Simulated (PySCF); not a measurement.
Compound: C₄H₄N₃ (charge -1).
Cartesian coordinates in Å at the GFN2-xTB level; atoms count from 1:
```xyz
11
C4H4N3 angstrom
C     -1.924   -0.254   -0.226
C     -0.980    0.459    0.392
C      0.433    0.288    0.248
C      1.193   -0.606   -0.523
N      2.480   -0.349   -0.298
N      2.526    0.658    0.572
N      1.333    1.057    0.914
H     -2.978   -0.069   -0.070
H     -1.679   -1.049   -0.912
H     -1.273    1.252    1.075
H      0.874   -1.385   -1.198
```

The closed-shell ground state was solved at several levels (PySCF, density fitting, gas phase, non-relativistic). No diffuse functions stand in pcJ-1 and pcSseg-1, which bears on an anion's orbital energies.

```tsv
level	basis functions	HOMO (eV)	LUMO (eV)	gap (eV)
PBE0/def2-SVPD	172	-1.53	3.73	5.26
B3LYP/pcJ-1	229	-1.14	3.78	4.92
```

**Question.** Estimate the row for PBE0/pcSseg-1, a basis of 139 functions; the other rows only guide the guess.

**Answer.** HOMO -1.38 eV, LUMO 3.95 eV, gap 5.33 eV.

**Question.** Over all these levels, which gives the widest orbital gap and which the narrowest?

**Answer.** PBE0/pcSseg-1 (global hybrid, 25 % exact exchange) has the widest, 5.33 eV, and B3LYP/pcJ-1 (global hybrid, 20 % exact exchange) the narrowest, 4.92 eV. Functional and basis both differ between the two, so the spread mixes both effects.

One conformer stands for the species.
